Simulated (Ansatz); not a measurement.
Start from `CO[Si](C)(N)Br` and change one atom or group to get `CO[Si](C)(N)F`.

Ansatz, PBE0-D4/def2-TZVP geometries, multiplicity 1. Each molecule was computed in one conformer, which needn't be the lowest.

Scalar relativity is left out up to krypton.

```json
{"property": "HOMO–LUMO gap (B3LYP/def2-TZVPP) / eV", "`CO[Si](C)(N)Br`": "7.85"}
{"property": "HOMO energy (PBE/def2-TZVPP) / eV", "`CO[Si](C)(N)Br`": "-6.22"}
{"property": "HOMO–LUMO gap (ωB97M-V/def2-TZVPP) / eV", "`CO[Si](C)(N)Br`": "12.20"}
{"property": "LUMO energy (ωB97M-V/def2-TZVPP) / eV", "`CO[Si](C)(N)Br`": "2.15"}
{"property": "HOMO–LUMO gap (PBE0/def2-TZVPP) / eV", "`CO[Si](C)(N)Br`": "8.45"}
{"property": "LUMO energy (B3LYP/def2-TZVPP) / eV", "`CO[Si](C)(N)Br`": "0.42"}
```

**Question.** What does the change do to each property? (Best estimate.)

**Answer.** Ansatz gave: 
| property | `CO[Si](C)(N)F` | shift |
| --- | --- | --- |
| HOMO–LUMO gap (B3LYP/def2-TZVPP) / eV | 7.87 | 0.02 |
| HOMO energy (PBE/def2-TZVPP) / eV | -6.15 | 0.07 |
| HOMO–LUMO gap (ωB97M-V/def2-TZVPP) / eV | 12.26 | 0.06 |
| LUMO energy (ωB97M-V/def2-TZVPP) / eV | 2.23 | 0.08 |
| HOMO–LUMO gap (PBE0/def2-TZVPP) / eV | 8.48 | 0.03 |
| LUMO energy (B3LYP/def2-TZVPP) / eV | 0.49 | 0.07 |

B3LYP here is the variant with VWN-RPA as its local correlation; programs differ in this.

Spin–orbit coupling is left out; it splits and shifts lone-pair levels of the heavy atoms by tenths of an eV.
